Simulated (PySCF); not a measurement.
C₅H₈Si.
InChI=1S/C5H8Si/c1-3-5(6)4-2/h1,4H,2,6H3/b5-4-

The closed-shell ground state was solved at several levels (PySCF, density fitting, gas phase, non-relativistic). Isolated species at its PBE0-D3(BJ)/def2-SVP geometry, gas phase.

```json
{"level": "wB97X-D/pcSseg-1", "basis functions": "149", "total energy (Eh)": "-484.6344", "HOMO (eV)": "-8.63", "LUMO (eV)": "0.63", "gap (eV)": "9.26", "dipole (D)": "1.33"}
{"level": "LC-wPBE/pcSseg-1", "basis functions": "149", "total energy (Eh)": "-484.4748", "HOMO (eV)": "-9.43", "LUMO (eV)": "1.07", "gap (eV)": "10.50", "dipole (D)": "1.33"}
{"level": "B97-2/pcSseg-1", "basis functions": "149", "total energy (Eh)": "-484.6512", "HOMO (eV)": "-6.62", "LUMO (eV)": "-1.14", "gap (eV)": "5.48", "dipole (D)": "1.32"}
{"level": "OPBE/pcSseg-1", "basis functions": "149", "total energy (Eh)": "-484.5784", "HOMO (eV)": "-5.81", "LUMO (eV)": "-1.92", "gap (eV)": "3.89", "dipole (D)": "1.31"}
{"level": "CAM-B3LYP/pcSseg-1", "basis functions": "149", "total energy (Eh)": "-484.6014", "HOMO (eV)": "-8.07", "LUMO (eV)": "0.04", "gap (eV)": "8.11", "dipole (D)": "1.30"}
{"level": "B97-D/pcSseg-1", "basis functions": "149", "total energy (Eh)": "-484.5552", "HOMO (eV)": "-5.76", "LUMO (eV)": "-1.89", "gap (eV)": "3.87", "dipole (D)": "1.28"}
{"level": "PBE/pcSseg-1", "basis functions": "149", "total energy (Eh)": "-484.2968", "HOMO (eV)": "-5.83", "LUMO (eV)": "-1.99", "gap (eV)": "3.84", "dipole (D)": "1.29"}
{"level": "B3LYP/pcSseg-1", "basis functions": "149", "total energy (Eh)": "-484.7444", "HOMO (eV)": "-6.63", "LUMO (eV)": "-1.27", "gap (eV)": "5.36", "dipole (D)": "1.29"}
{"level": "PBE0/STO-3G", "basis functions": "42", "total energy (Eh)": "-478.6828", "HOMO (eV)": "-4.71", "LUMO (eV)": "2.27", "gap (eV)": "6.98", "dipole (D)": "0.86"}
{"level": "KT3/pcSseg-1", "basis functions": "149", "total energy (Eh)": "-490.2401", "HOMO (eV)": "-5.81", "LUMO (eV)": "-1.93", "gap (eV)": "3.88", "dipole (D)": "1.24"}
{"level": "LDA/pcSseg-1", "basis functions": "149", "total energy (Eh)": "-481.7243", "HOMO (eV)": "-6.00", "LUMO (eV)": "-2.19", "gap (eV)": "3.81", "dipole (D)": "1.32"}
{"level": "BHandHLYP/pcSseg-1", "basis functions": "149", "total energy (Eh)": "-484.5799", "HOMO (eV)": "-7.72", "LUMO (eV)": "-0.03", "gap (eV)": "7.69", "dipole (D)": "1.33"}
{"level": "PBE0/pcSseg-1", "basis functions": "149", "total energy (Eh)": "-484.3413", "HOMO (eV)": "-6.86", "LUMO (eV)": "-1.10", "gap (eV)": "5.76", "dipole (D)": "1.33"}
```

Question: What might mPW1PW91/pcSseg-1 (149 basis functions) give for the same quantities?

Answer: Total energy -484.6707 Eh, HOMO -6.88 eV, LUMO -1.12 eV, gap 5.76 eV, dipole 1.32 D.

Question: Over all these levels, which gives the widest orbital gap and which the narrowest?

Answer: LC-wPBE/pcSseg-1 (range-separated hybrid) has the widest, 10.50 eV, and LDA/pcSseg-1 (LDA) the narrowest, 3.81 eV. The two share the basis. From the narrowest to the widest the HOMO moves by -3.43 eV and the LUMO by +3.26 eV.

Question: In the pcSseg-1 basis, how does the gap go with the fixed share of exact exchange?

Answer: LDA (0 %) 3.81 eV; PBE (0 %) 3.84 eV; B97-D (0 %) 3.87 eV; KT3 (0 %) 3.88 eV; OPBE (0 %) 3.89 eV; B3LYP (20 %) 5.36 eV; B97-2 (21 %) 5.48 eV; PBE0 (25 %) 5.76 eV; mPW1PW91 (25 %) 5.76 eV; BHandHLYP (50 %) 7.69 eV. Each rise in the share widens the gap here.

Question: How far do the dipole and the HOMO energy spread over the levels?

Answer: The dipole runs from 0.86 to 1.33 D (mean 1.28 D) and the HOMO from -9.43 to -4.71 eV.

The pairwise dispersion term of B97-D and wB97X-D wasn't added to the energies; at a given geometry it leaves orbitals and properties as they are.
